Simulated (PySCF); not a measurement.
**Working out the ionisation energy of Xe⁺**

Xe⁺ [Kr] 4d10 5s2 5p5 (2P) → Xe²⁺ [Kr] 4d10 5s2 5p4 (3P). All numbers are calculated (PySCF 2.14, the spin-free X2C one-electron Hamiltonian (Gaussian nucleus), in x2c-TZVPPall with one added diffuse shell each of s, p, d, f type (9s7p5d3f, 76 functions)). Frozen: [Ar] 3d10. Energies in hartree (1 hartree = 27.21139 eV):

```csv
part,Xe⁺ (lower),Xe²⁺ (upper)
UHF,-7443.042699,-7442.304936
CCSD correlation,-0.584582,-0.556293
(T),-0.009383,-0.007992
```

Problem. What does Hartree-Fock give?

Solution. (-7442.304936) − (-7443.042699) = 0.737763 hartree = 20.076 eV.

Problem. What do CCSD and CCSD(T) give?

Solution. The CCSD correlation energies differ by 0.028289 hartree = 0.770 eV and the triples by 0.001391 hartree = 0.038 eV, so CCSD gives 20.846 eV and CCSD(T) 20.884 eV.

Reference: 20.975 eV (semi-empirical (NIST evaluation); NIST Atomic Spectra Database, ionization energies), between the lowest levels; spin-orbit coupling is absent from the calculation.

What remains against the reference includes basis incompleteness, the frozen core and higher excitations.
